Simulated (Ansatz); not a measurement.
Frontier orbitals of `OC(S)(S)[SeH]`.

The species carries charge 0 and has multiplicity 1. Correlated methods include outer-core shells of Se, which these sets cover unevenly. Scalar relativity is left out up to krypton. Geometry: relaxed with PBE0-D4/def2-TZVP. It is one conformer, not always the lowest. Basis def2-TZVPP, Ansatz 0.2.0.

Orbital energies of one run (eV). Highest occupied ones, from the top: -9.11, -9.50, -9.84, -11.05, -12.33, -12.67, -12.98, -13.57, -15.22, -16.30, -17.05, -19.92, -22.74, -23.41. Empty: 0.87, 2.10, 2.30, 2.49, 3.01, 3.32.

**Question.** Which functional gave them?
A. r2SCAN
B. PBE0
C. ωB97M-V
D. PBE

**Answer.** C. HOMO energies: ωB97M-V -9.11, PBE0 -6.95, PBE -5.74, r2SCAN -6.02 eV.
